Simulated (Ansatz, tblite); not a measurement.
Forces on Zn6O6, a cluster cut from wurtzite ZnO (bare) at its PBE-D4/def2-SVP geometry. Charge 0, multiplicity 1.

The xTB rows come from tblite. Single mean-field runs in def2-TZVP are fitted with def2-universal-jkfit.

GFN2-xTB (tblite), largest force 1.15 eV/Å:

```xyz
12
positions Å, forces eV/Å
Zn   -1.742    0.456    0.851    0.454    0.112   -0.139
O    -2.008    0.498   -1.041    1.054   -0.084    0.460
O    -0.425    2.084    0.916    0.042   -1.079   -0.404
Zn   -0.308    1.719   -0.956   -0.145   -0.438    0.155
Zn   -0.733   -0.772   -1.682    0.302    0.296    0.242
O     0.772    0.626   -2.092   -0.497   -0.422    0.950
O    -0.772   -0.626    2.092    0.497    0.422   -0.950
Zn    0.733    0.772    1.682   -0.302   -0.296   -0.241
Zn    0.308   -1.719    0.956    0.146    0.439   -0.155
O     0.425   -2.084   -0.916   -0.042    1.079    0.404
O     2.008   -0.498    1.041   -1.054    0.084   -0.460
Zn    1.742   -0.456   -0.851   -0.453   -0.111    0.139
```

PBE-D4/def2-TZVP (Ansatz), largest force 0.26 eV/Å:

```
Zn -0.227 -0.112 0.049
O -0.084 0.014 -0.040
O -0.011 0.086 0.035
Zn 0.128 0.217 -0.054
Zn -0.178 -0.172 -0.073
O 0.036 0.030 -0.081
O -0.036 -0.029 0.081
Zn 0.178 0.171 0.074
Zn -0.127 -0.217 0.054
O 0.010 -0.086 -0.035
O 0.083 -0.014 0.040
Zn 0.227 0.112 -0.049
```

r2SCAN-D4/def2-TZVP (Ansatz), largest force 0.47 eV/Å:

```
Zn 0.042 -0.055 -0.036
O 0.405 -0.101 0.210
O 0.086 -0.421 -0.185
Zn 0.051 -0.043 0.041
Zn -0.004 0.000 0.079
O -0.156 -0.126 0.422
O 0.156 0.127 -0.422
Zn 0.003 -0.001 -0.078
Zn -0.050 0.044 -0.041
O -0.086 0.421 0.185
O -0.406 0.100 -0.210
Zn -0.042 0.056 0.036
```
